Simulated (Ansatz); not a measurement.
Relaxation of CH5ClGaN (9 atoms, charge 0, multiplicity 1), to a largest force component of 0.03 eV/Å in at most 50 steps.

These are results of RKS B3LYP-D4/def2-SVPD in Ansatz 0.2.0, not measurements.

```xyz
9
Properties=species:S:1:pos:R:3
Ga 1.787 -1.046 1.631
H -0.759 -0.409 0.595
N 0.549 -0.245 0.400
C 0.702 0.547 -0.804
H -1.610 -0.510 0.710
Cl -2.985 -0.635 0.870
H 1.779 0.721 -0.968
H 0.313 0.041 -1.705
H 0.223 1.537 -0.729
```

Problem. Where does it end, and by what steps?

Solution. It did not converge within its limit. The force dipped under the threshold on the way, but the program's further checks kept it going. After 49 steps the energy has fallen by 3.868 eV; Cl6 moved furthest, 2.59 Å. Parted: H5–Cl6 (1.39 → 2.67 Å). Joined: Ga1–Cl6 (4.85 → 2.36 Å), H2–N3 (1.33 → 1.02 Å), N3–H5 (2.20 → 1.02 Å).

```json
{"step": "0", "energy less start (eV)": "0.0000", "largest force component (eV/Å)": "7.468", "accepted": "yes"}
{"step": "2", "energy less start (eV)": "-1.1887", "largest force component (eV/Å)": "9.196", "accepted": "yes"}
{"step": "4", "energy less start (eV)": "-1.8892", "largest force component (eV/Å)": "0.366", "accepted": "yes"}
{"step": "6", "energy less start (eV)": "-1.9048", "largest force component (eV/Å)": "0.650", "accepted": "yes"}
{"step": "8", "energy less start (eV)": "-1.9216", "largest force component (eV/Å)": "0.211", "accepted": "yes"}
{"step": "10", "energy less start (eV)": "-1.9402", "largest force component (eV/Å)": "0.167", "accepted": "yes"}
{"step": "12", "energy less start (eV)": "-1.9455", "largest force component (eV/Å)": "0.997", "accepted": "yes"}
{"step": "14", "energy less start (eV)": "-1.9737", "largest force component (eV/Å)": "0.358", "accepted": "no"}
{"step": "16", "energy less start (eV)": "-1.9860", "largest force component (eV/Å)": "0.138", "accepted": "yes"}
{"step": "18", "energy less start (eV)": "-1.9880", "largest force component (eV/Å)": "0.500", "accepted": "no"}
{"step": "20", "energy less start (eV)": "-1.9932", "largest force component (eV/Å)": "0.172", "accepted": "yes"}
{"step": "22", "energy less start (eV)": "-1.9959", "largest force component (eV/Å)": "0.335", "accepted": "yes"}
{"step": "24", "energy less start (eV)": "-1.9982", "largest force component (eV/Å)": "0.170", "accepted": "yes"}
{"step": "26", "energy less start (eV)": "-2.0008", "largest force component (eV/Å)": "0.017", "accepted": "yes"}
{"step": "28", "energy less start (eV)": "-2.0015", "largest force component (eV/Å)": "0.156", "accepted": "yes"}
{"step": "30", "energy less start (eV)": "-2.0101", "largest force component (eV/Å)": "0.209", "accepted": "yes"}
{"step": "32", "energy less start (eV)": "-2.0710", "largest force component (eV/Å)": "0.507", "accepted": "yes"}
{"step": "34", "energy less start (eV)": "-2.2130", "largest force component (eV/Å)": "0.656", "accepted": "yes"}
{"step": "36", "energy less start (eV)": "-2.3381", "largest force component (eV/Å)": "0.272", "accepted": "yes"}
{"step": "38", "energy less start (eV)": "-2.4196", "largest force component (eV/Å)": "0.477", "accepted": "yes"}
{"step": "40", "energy less start (eV)": "-2.7886", "largest force component (eV/Å)": "0.668", "accepted": "yes"}
{"step": "42", "energy less start (eV)": "-3.3745", "largest force component (eV/Å)": "0.780", "accepted": "yes"}
{"step": "44", "energy less start (eV)": "-3.7517", "largest force component (eV/Å)": "1.154", "accepted": "yes"}
{"step": "46", "energy less start (eV)": "-3.8024", "largest force component (eV/Å)": "1.541", "accepted": "no"}
{"step": "48", "energy less start (eV)": "-3.8669", "largest force component (eV/Å)": "0.162", "accepted": "yes"}
{"step": "49", "energy less start (eV)": "-3.8678", "largest force component (eV/Å)": "0.528", "accepted": "yes"}
```

```xyz
9
Properties=species:S:1:pos:R:3
Ga 0.717 -1.993 1.024
H -0.067 0.955 1.316
N -0.141 0.259 0.575
C 0.396 0.772 -0.693
H -1.119 -0.015 0.490
Cl -1.446 -2.663 0.367
H 0.453 -0.063 -1.424
H -0.223 1.592 -1.131
H 1.430 1.156 -0.524
```

Time of the run: 4.1 min on 4 threads of Arm Neoverse N1, with other jobs on the host, peak memory 0.43 GiB.
